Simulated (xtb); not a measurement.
H5O7Si2, doublet, geometry from GFN2-xTB, atoms displaced at random by about 0.05 Å a coordinate. Base run: GFN2-xTB (xtb).

The xtb input:
```
$ xtb mol.xyz --gfn 2 --uhf 1 --opt --json

# file mol.xyz
14

O     -1.45802647     0.72907273     1.19915603
Si    -1.48538615    -0.51886243     0.26219137
O     -2.73965935    -0.77840295    -0.75358494
O     -1.06586998    -1.88249102     0.90346728
O     -0.29431264     0.21463410    -0.70896757
Si     1.27664739     0.43676037    -0.22586245
O      1.29044920     1.39665610     1.03090953
O      2.25899766    -0.80137585    -0.06699035
O      1.90358112     1.30148409    -1.57876938
H     -3.11574997    -0.02919066    -1.32667959
H     -1.45077081    -2.57242840     0.53990071
H      0.44189183     1.57708799     1.51310938
H      2.17459411    -1.48216901     0.63458135
H      2.79664874     1.17230615    -1.76485887
```

The base run was repeated with changes; each row names its change, and settings that it needs were set with it.

```
change               ΔE vs base (mEh)  optimiser steps
-------------------  ----------------  ---------------
base                            0.000               11
opt level = lax                 0.010                9
alpb = acetone                -32.271               44
opt level = extreme            -0.008               39
engine = lbfgs                  0.001                -
opt level = loose               0.023                8
opt level = tight              -0.003               13
opt level = sloppy              0.055                7
opt level = vtight             -0.008               26
opt level = crude               0.115                6
```
